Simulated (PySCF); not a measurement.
Compound: C5H11NO.
Numbering: `[CH3:1][C:2](=[O:3])[NH:4][CH:5]([CH3:6])[CH3:7]` (hydrogens: H8, H9, H10 on C1; H11 on N4; H12 on C5; H13, H14, H15 on C6; H16, H17, H18 on C7)

The same species was optimised twice, with GFN2-xTB and with PBE0-D3(BJ)/def2-SVP (PySCF), and the same property calculations (PySCF, gas phase) were run on both structures.

```csv
coordinate,GFN2-xTB,PBE0-D3(BJ)/def2-SVP,change
C2–N4 (Å),1.353,1.363,+0.010
C2=O3 (Å),1.212,1.215,+0.003
C5–C6 (Å),1.527,1.523,-0.004
C5–C7 (Å),1.528,1.524,-0.004
C1–C2 (Å),1.517,1.514,-0.003
N4–C5 (Å),1.450,1.449,-0.001
C1–C2–N4 (°),113.4,114.4,+1.0
C6–C5–C7 (°),111.3,112.4,+1.1
N4–C5–C7 (°),110.2,111.2,+1.0
C1–C2–O3 (°),123.6,122.6,-1.0
N4–C5–C6 (°),110.1,110.7,+0.6
C2–N4–C5 (°),123.6,123.2,-0.4
O3–C2–N4 (°),123.1,122.9,-0.2
C1–C2–N4–C5 (°),179,179,0
C2–N4–C5–C6 (°),124,124,0
```

Rotational constants: A = 4659, B = 1485, C = 1456 MHz (GFN2-xTB) against A = 4655, B = 1481, C = 1440 MHz (PBE0-D3(BJ)/def2-SVP).

On the GFN2-xTB structure: HOMO (eV) -7.16 [PBE0/pcSseg-1]; LUMO (eV) 1.01 [PBE0/pcSseg-1]; dipole (D) 3.73 [PBE0/pcSseg-1]; GIAO shielding of C1 (ppm) 162.4 [PBE0/pcSseg-1]; GIAO shielding of C2 (ppm) 19.7 [PBE0/pcSseg-1]; GIAO shielding of O3 (ppm) -81.9 [PBE0/pcSseg-1]; GIAO shielding of N4 (ppm) 114.7 [PBE0/pcSseg-1]; GIAO shielding of C5 (ppm) 145.6 [PBE0/pcSseg-1]; GIAO shielding of C6/C7 (mean) (ppm) 161.0 [PBE0/pcSseg-1].

**Question.** What do these properties become on the PBE0-D3(BJ)/def2-SVP structure?

**Answer.** 
```csv
property,level,on GFN2-xTB,on PBE0-D3(BJ)/def2-SVP,change
HOMO (eV),PBE0/pcSseg-1,-7.16,-7.18,-0.02
LUMO (eV),PBE0/pcSseg-1,1.01,0.91,-0.10
dipole (D),PBE0/pcSseg-1,3.73,3.68,-0.05
"energy, GFN2-xTB geometry as zero (kcal/mol)",PBE0/pcSseg-1,0.0,-0.5,-0.5
GIAO shielding of C1 (ppm),PBE0/pcSseg-1,162.4,160.7,-1.7
GIAO shielding of C2 (ppm),PBE0/pcSseg-1,19.7,17.7,-2.0
GIAO shielding of O3 (ppm),PBE0/pcSseg-1,-81.9,-91.7,-9.8
GIAO shielding of N4 (ppm),PBE0/pcSseg-1,114.7,114.4,-0.3
GIAO shielding of C5 (ppm),PBE0/pcSseg-1,145.6,145.8,+0.2
GIAO shielding of C6/C7 (mean) (ppm),PBE0/pcSseg-1,161.0,159.5,-1.5
```

The heavy atoms differ by 0.024 Å rms after alignment. Among bonds between heavy atoms C2–N4 changes most (+0.010 Å). Changes are differences of the printed values. Neither structure is proved a minimum here.

Shape of the structure used: `[CH3:1][C:2](=[O:3])[NH:4][CH:5]([CH3:6])[CH3:7]`: C1–C2–N4–C5 179°, C2–N4–C5–C6 124°.
